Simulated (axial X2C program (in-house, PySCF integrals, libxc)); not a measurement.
Low determinants of TeN⁻ at the PBE0 level, 2c

Calculated with an axial X2C code built on PySCF integrals. Two-component (2c) means X2C with spin–orbit coupling and atomic mean-field two-electron Coulomb and Gaunt terms. Basis: Te dyall-acv3z [12s13p9d5f1g], N dyall-av3z [7s7p3d2f] (cores contracted in-house); Gaussian nuclei, density fitting, unrestricted open shells. Masses: Te 129.906 u, N 14.003 u.

Search at 1.949 Å (vertical energies from the lowest determinant):

```csv
ΔE (eV),state,electrons beyond evenly filled partner blocks,"electrons in ±ω = 1/2, 3/2, 5/2, 7/2"
0.00,Ω = 1,"ω = -1/2, ω = 3/2",39 17 4 0
0.76,Ω = 0,none,40 16 4 0
0.90,Ω = 2,"ω = 1/2, ω = 3/2",39 17 4 0
1.07,Ω = 0,none,38 18 4 0
2.49,Ω = 1,2 × ω = 1/2,40 16 4 0
2.71,Ω = 3,2 × ω = 3/2,40 16 4 0
3.12,Ω = 1,2 × ω = 1/2,38 18 4 0
```

Lowest determinant, Ω = 1 (⟨Sz⟩ = 1.00, ⟨Lz⟩ = 0.00 at PBE0): Re = 1.946 Å, ωe = 657.9 cm⁻¹.

The determinant in row 2 of the search, Ω = 0 (closed shell), was followed along the bond at PBE0; measured from the minimum of the lowest determinant it gives:

Te = 0.749 eV (6041 cm⁻¹), Re = 1.913 Å, ωe = 725.3 cm⁻¹.

(1) Compare the bond of the determinant in row 2 with that of the lowest one.

The search compares states at one distance, so a state with another bond length can lie lower; it is not exhaustive and yields mostly the lowest determinant of each block pattern, so other components and higher states of one pattern are missing. These are energies of single determinants, not of spin-adapted states; PBE0 term energies can be off by some tenths of an eV, and the functional has no current term. Open-shell Ω = 0 determinants with evenly filled partner blocks cannot be reached by this program, so the Ω shown need not be the lowest component. The lowest determinant need not be the ground state where others lie within half an eV. A closed-shell Ω = 0 row of a π² shell mixes the 0⁺ component of the triplet with ¹Σ⁺ and matches no level; 0⁺ can lie lowest. For an anion, determinants above electron detachment are held by the basis set. The highest occupied level of some functionals is positive through self-interaction error; at Hartree–Fock it is bound. Row 1 has a positive highest level at its minimum. Row 2 has a positive highest level at its minimum.

Results:

(1) At PBE0 its Re is 0.033 Å shorter and its force constant, which goes as ωe², is 1.22 times that of the lowest determinant. T0 ≈ Te + Δωe/2 = 6041 + (34) = 6075 cm⁻¹.
